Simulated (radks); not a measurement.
Results of a calculation; reference values are marked as such.
Tm47+, configuration [Ar] 3d4. Code: a radial shooting solver on a logarithmic mesh with Libxc functionals. Model: Dirac Kohn-Sham, PBE, spin-unpolarised, spherical densities, point nucleus; open shells are shared between the two j in proportion to 2j + 1.

Normalised radial functions P(r) = r R(r) (large component), r in bohr:

r	2p1/2	3s1/2	3p1/2
0.001013	0.0485	0.2789	0.0256
0.001257	0.0616	0.3298	0.0325
0.00156	0.0788	0.3881	0.0416
0.001936	0.1017	0.4539	0.0537
0.002403	0.1323	0.5269	0.0699
0.003006	0.1753	0.6087	0.0925
0.003731	0.2314	0.6908	0.1221
0.00463	0.3070	0.7714	0.1619
0.005747	0.4089	0.8431	0.2154
0.007132	0.5450	0.8954	0.2866
0.008923	0.7326	0.9138	0.3841
0.01107	0.9686	0.8779	0.5056
0.01374	1.2678	0.7683	0.6574
0.01706	1.6342	0.5652	0.8388
0.02117	2.0621	0.2558	1.0417
0.02628	2.5291	-0.1546	1.2456
0.03287	3.0059	-0.6479	1.4168
0.0408	3.3841	-1.1064	1.4820
0.05063	3.5897	-1.4202	1.3717
0.06284	3.5353	-1.4369	1.0118
0.07799	3.1750	-1.0322	0.3663
0.0968	2.5445	-0.1926	-0.5142
0.1211	1.7432	0.9530	-1.4918
0.1503	1.0147	1.9598	-2.2192
0.1865	0.4768	2.4764	-2.4749
0.2315	0.1721	2.3159	-2.1759
0.2873	0.0448	1.6450	-1.5009
0.3566	0.0078	0.8711	-0.7886
0.4461	0.0008	0.3151	-0.2880
0.5537	0.0000	0.0781	-0.0731
0.6872	0.0000	0.0118	-0.0115

2p1/2: eigenvalue -12319.9 eV, 0 radial nodes, <r> = 0.0696 bohr, 90 % of the charge inside 0.115 bohr. 3s1/2: eigenvalue -4710.3 eV, 2 radial nodes at r = 0.0244, 0.101 bohr, <r> = 0.209 bohr, 90 % of the charge inside 0.306 bohr. 3p1/2: eigenvalue -4530.5 eV, 1 radial node at r = 0.0858 bohr, <r> = 0.198 bohr, 90 % of the charge inside 0.296 bohr.
